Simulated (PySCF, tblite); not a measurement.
C5H9O3 (doublet state).
Atom-mapped SMILES: `[CH2:1][C@@H:2]1[O:3][CH2:4][O:5][C@@H:6]1[O:7][CH3:8]` (hydrogens: H9, H10 on C1; H11 on C2; H12, H13 on C4; H14 on C6; H15, H16, H17 on C8)

Geometry (GFN2-xTB, Å), atoms numbered from 1 in this order:
```xyz
17
C5H9O3 angstrom
C     -1.4373   -1.2445   -1.0058
C     -1.0676   -0.9128    0.3718
O     -1.8904    0.0949    0.9434
C     -1.1365    1.2662    0.9828
O      0.1844    0.8712    1.2491
C      0.3851   -0.2968    0.5046
O      0.8831   -0.0581   -0.7714
C      2.2153    0.4152   -0.7769
H     -1.9418   -0.5197   -1.6106
H     -1.1322   -2.1785   -1.4300
H     -1.1287   -1.7978    1.0198
H     -1.1877    1.8046    0.0183
H     -1.4907    1.9030    1.7961
H      1.0749   -0.9354    1.0779
H      2.2985    1.3599   -0.2328
H      2.8882   -0.3216   -0.3241
H      2.4764    0.5624   -1.8220
```

Jobs on this species (17 atoms, 63 electrons) with PySCF (density fitting) and tblite. Hardware of each: one thread of an Arm Neoverse V1, no GPU (shared host). Times come from a shared host and carry two figures at best.

```tsv
level and settings	work	basis functions	SCF cycles	wall time
UKS B3LYP, pcH-1 on C H O, non-relativistic, mean-field spin-orbit, GIAO	unrestricted SCF, g, hyperfine, density and orbital grids written	290	?	?
GFN2-xTB	L-BFGS relaxation	–	–	0.67 s
GFN2-xTB	Hessian by finite differences	–	–	0.51 s
```

Question: Fill in the missing figures.

Answer: 
- UKS B3LYP, pcH-1 on C H O, non-relativistic, mean-field spin-orbit, GIAO; unrestricted SCF, g, hyperfine, density and orbital grids written: 88 s, 12 SCF cycles

Question: What do all jobs in the table cost together?

Answer: About 89 s; the longest takes about 99 % of that, and about 170 times as long as the shortest.
